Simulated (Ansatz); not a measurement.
Job for Ansatz (a program for electronic structure): R-CAM-B3LYP/def2-TZVPPD on CH4O (SMILES CO). The basis file is the Basis Set Exchange's JSON of that set.

Ansatz 0.2 input:
```yaml
crystal:
  periodic: [false, false, false]
  atoms:
    - {symbol: C, position_ang: [-0.14211096, 0.33371878, 0.00000000]}
    - {symbol: O, position_ang: [-0.13222933, -1.08693234, 0.00000000]}
    - {symbol: H, position_ang: [-1.18690914, 0.64106540, -0.00000000]}
    - {symbol: H, position_ang: [0.78112306, -1.38933346, -0.00000000]}
    - {symbol: H, position_ang: [0.34006319, 0.75079081, 0.89118535]}
    - {symbol: H, position_ang: [0.34006319, 0.75079081, -0.89118535]}
basis:
  gaussian:
    orbitals: def2-TZVPPD.json
hamiltonian:
  xc: {name: CAM-B3LYP}
scf: {lower_state_search: off}
```

The log:

```
WARN ansatz: RAYON_NUM_THREADS=4 ignored (pool sized by the plan → 4); use --threads N
Functional definition: CAM-B3LYP
these checks for a lower state are left out or cut short: stability, starts, cluster_reference, orbital_swaps, neighbouring_geometries, increment
integrals: 0.04 GiB planned
594 factors; their error is unknown
integrals: 0.07 GiB planned
212 factors; integrals over basis functions are off by at most 3.1e-5 eV
mean field: 0.50 GiB planned
mean field evaluation 1: about -3145.2857 eV, gradient 4.6e1 eV
mean field evaluation 2: about -3143.8095 eV, gradient 5.6e1 eV
mean field evaluation 4: about -3149.0831 eV, gradient 1.7e0 eV
mean field evaluation 8: about -3149.0891 eV, gradient 2.9e-2 eV
mean field evaluation 16: about -3149.0789 eV, gradient 4.4e-6 eV
mean field -3149.07891041 eV, -115.7265154353 hartree, gradient 4.4e-6 eV, S^2 0.000000; 0 other end points of the search recorded, 0 dependent functions left out
reference -3149.07901763 eV, -115.7265193756 hartree; 9, 9 occupied and 136, 136 virtual orbitals, 594 factors
Total energy: -3149.07901763 eV, -115.7265193756 hartree
Checks for a lower state left out: stability, starts, cluster_reference, orbital_swaps, neighbouring_geometries, increment
```

The calculation finished and met its thresholds.

Cost: about 1.8 core-seconds (a rough figure).
